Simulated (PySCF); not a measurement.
## Nuclear quadrupole coupling in `C#C[C@H]1C[SiH2][SiH2]CS1`

C5H10SSi2.
Cartesian coordinates in Å at the GFN2-xTB level; atoms count from 1:
```
atom  x, y, z in Å
C1     2.1071    0.0415    1.7504
C2     1.7096    0.4462    0.6950
C3     1.1596    0.9392   -0.5402
C4     0.8446   -0.1790   -1.5342
Si5   -0.2846   -1.5563   -0.8321
Si6   -2.0291   -0.4737    0.2365
C7    -1.2543    1.0801    1.0354
S8    -0.3003    2.0323   -0.1945
H9     2.4965   -0.3141    2.6573
H10    1.8632    1.6515   -0.9885
H11    0.3774    0.2749   -2.4104
H12    1.7931   -0.6053   -1.8700
H13    0.5385   -2.4002    0.0456
H14   -0.6802   -2.3885   -1.9762
H15   -3.0786    0.0253   -0.6611
H16   -2.6854   -1.2119    1.3233
H17   -2.0038    1.7854    1.3887
H18   -0.5820    0.8589    1.8633
```

Field gradients from the PBE0/pcSseg-1 density (PySCF, non-relativistic), principal values in atomic units, ordered |Vxx| ≤ |Vyy| ≤ |Vzz|:

| atom | Vxx | Vyy | Vzz |
| --- | --- | --- | --- |
| S8 | 0.6560 | 2.4935 | -3.1495 |

Q: Find the asymmetry η = (Vxx − Vyy)/Vzz and the couplings χ = eQV/h (234.96 MHz × Q in barn × V in au), with Q(33S) = −0.0678 b.

A: 
```tsv
atom	environment	nucleus	η	χzz (MHz)	χxx (MHz)	χyy (MHz)
S8	sulfide sulfur	33S	0.58	50.17	-10.45	-39.72
```

Q: What is Vzz at S8 in SI units (1 au = 9.71736 × 10²¹ V/m²)?

A: -3.1495 au = -30.604 × 10²¹ V/m².

Q: And the gradient at the other heavy atoms, for which no coupling is worked out here?

A: 
| atom | environment | Vzz (au) | η |
| --- | --- | --- | --- |
| C1 | terminal alkyne carbon | -0.279 | 0.08 |
| C2 | alkyne carbon | -0.295 | 0.02 |
| C3 | sp3 carbon bound to sulfur | 0.212 | 0.63 |
| C4 | sp3 carbon bound to silicon | 0.132 | 0.38 |
| Si5 | SiH2 silicon | 0.125 | 0.21 |
| Si6 | SiH2 silicon | 0.167 | 0.11 |
| C7 | sp3 carbon bound to sulfur | 0.303 | 0.25 |

Q: What couplings would deuterons (Q(2H) = 0.00286 b) have in place of the hydrogens, at this geometry?

A: 
```csv
atom,bonded to,bond length (Å),Vzz (au),η,χzz (kHz)
H9,C1,1.049,0.3960,0.00,266
H10,C3,1.097,0.2892,0.03,194
H11,C4,1.092,0.3067,0.04,206
H12,C4,1.093,0.3073,0.04,206
H13,Si5,1.470,0.1607,0.02,108
H14,Si5,1.469,0.1609,0.01,108
H15,Si6,1.468,0.1612,0.02,108
H16,Si6,1.469,0.1610,0.01,108
H17,C7,1.088,0.3165,0.06,213
H18,C7,1.089,0.3083,0.04,207
```

One conformer (not necessarily the lowest) at the GFN2-xTB geometry, without solvent, vibrations or thermal averaging. GFN2-xTB bond lengths can be off by several hundredths of an ångström, more for odd bonds, and the gradients follow them. With a basis this small, the couplings can be 20 % off.

The run behind these numbers computed NMR shieldings as well. On one thread of an Arm Neoverse N1, shared host with 64 logical CPUs at a one-minute load of 55, this took 71 s wall and 1.0 GiB of memory at its peak.
